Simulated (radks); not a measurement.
Results of a calculation; reference values are marked as such.
Initial-state core-level shifts of the holmium ion Ho+ when its valence configuration changes from [Xe] 4f11 6s1. Code: a radial shooting solver on a logarithmic mesh with Libxc functionals. Model: Dirac Kohn-Sham, PBE, spin-unpolarised, spherical densities, finite nucleus; open shells fill j = l - 1/2 first; Fermi nuclear charge, rms radius 5.2022 fm. Shifts are changes of the shell-averaged eigenvalues in eV (positive: less bound); the change of the density at the nucleus, which sets a Mossbauer isomer shift, is in e/bohr^3, on a base of 8.054e+05.

valence                2s       2p       4p       5p  density at nucleus
4f12               +6.306   +6.257   +6.667   +4.122              -60.19
4f11.5 6s0.5       +3.664   +3.635   +3.855   +2.334              -33.90
4f9 6s1 6p2       -22.533  -22.348  -23.107  -13.152             +108.79
4f11 6p1           -1.175   -1.175   -1.172   -1.197              -36.97
4f10 6s2           -9.264   -9.185   -9.619   -5.345              +90.66
4f10 5d1 6s1       -6.871   -6.793   -7.262   -3.127              +36.42
4f11 5d0.5 6s0.5   +0.874   +0.874   +0.866   +0.889              -20.82
4f10 6p2          -11.524  -11.444  -11.877   -7.546               +2.64
4f10 5d2           -4.850   -4.774   -5.258   -1.198               -9.24
